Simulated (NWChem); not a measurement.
Lowest excitation of BO (+1)

```
B
O 1 1.2071
```
Charge +1, spin multiplicity 1.

The numbers come from NWChem runs, not from measurements. All single points use one geometry, from PBE/def2-SVP, a minimum by its harmonic frequencies.

Basis set: aug-cc-pVDZ. CR-EOMCCSD(T) is the triples correction to the same EOM-CCSD root.

| method | lowest vertical singlet excitation energy (eV) | difference from EOM-CCSD |
|---|---|---|
| TD-PBE | 1.46 | +0.31 |
| CIS | 2.02 | +0.87 |
| TD-B3LYP | 1.34 | +0.19 |
| EOM-CCSD | 1.15 | 0.00 |
| CR-EOMCCSD(T) | 1.16 | +0.01 |
| TD-CAM-B3LYP | 1.36 | +0.21 |

The values span 0.87 eV, from EOM-CCSD (lowest) to CIS (highest). 

The correlated methods keep 2 core orbitals frozen. B3LYP has NWChem's definition, with VWN1-RPA local correlation. The spin multiplicity of the parent species was assumed, not shown to be that of its ground state. The structure started from a generated list of species. Coupled-cluster values serve here as a point of comparison, not as the truth.
